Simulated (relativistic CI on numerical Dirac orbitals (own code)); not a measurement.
W69+: sensitivity of the levels to the model

Base calculation: Dirac-Coulomb-Breit CI, separate exchange-only KLI orbitals for each configuration, model QED, unscaled Slater integrals.

Configuration list (outside the closed core 1s2): 2s²2p, 2s2p², 2p³, 2p²3s, 2p²3p, 2p²3d, 2s²3s, 2s²3p, 2s²3d, 2s2p3s, 2s2p3p, 2s2p3d, 2s²4s, 2s²4p, 2s²4d, 2s²4f. Levels of other configurations are missing.

The lowest level and the first level of each name with at least 55 % of one term (blank where a level has no safe partner in the second run):

```csv
Level,Base (eV),Shift (eV)
2s²2p ²P°1/2,0.0,0.0
2s²2p ²P°3/2,1463.8,+1.0
2s2p² ⁴P3/2,1655.0,+6.5
2s2p² ²D5/2,1696.1,+1.3
2s2p² ²P1/2,1769.6,-5.2
2s2p² ²D3/2,1771.7,-5.7
2s2p² ⁴P5/2,3137.0,+4.3
2s2p² ²S1/2,3247.4,-5.7
2s2p² ²P3/2,3248.2,-6.5
2p³ ⁴S°3/2,3467.5,+2.9
2p³ ²D°5/2,3490.7,-0.4
2p³ ²P°1/2,3549.1,-5.1
2s²3s ²S1/2,10627.1,+1.8
2s²3p ²P°1/2,10717.1,+2.0
2s2p3s ⁴P°1/2,10809.1,+2.9
2s2p3s ⁴P°3/2,10837.5,-0.1
2s2p3s ²P°1/2,10869.4,-3.1
2s2p3p ⁴D1/2,10884.8,+4.1
2s²3p ²P°3/2,11149.5,+1.4
2s²3d ²D3/2,11207.9,+1.4
2s²3d ²D5/2,11322.0,+1.6
2s2p3d ⁴F°3/2,11375.8,+3.7
```

At this charge energies of transitions that change n are usually good to better than 1 %, and those within a shell (Δn = 0) to a few per cent.

Question: One thing was changed in a second run, which moved the levels as shown. Which?
A. QED terms removed
B. configuration mixing switched off
C. valence Slater integrals scaled by 0.9
D. Breit term removed

Answer: C. Valence Slater integrals scaled by 0.9. Scaling acts on the splittings between terms and on the mixing, and leaves the fine structure of pure LS terms nearly alone; in jj coupling it moves the levels of one term differently.

LS names give the leading component of a level, which can be under half, so a name can repeat, a term be missing and a line seem to break the LS rules.
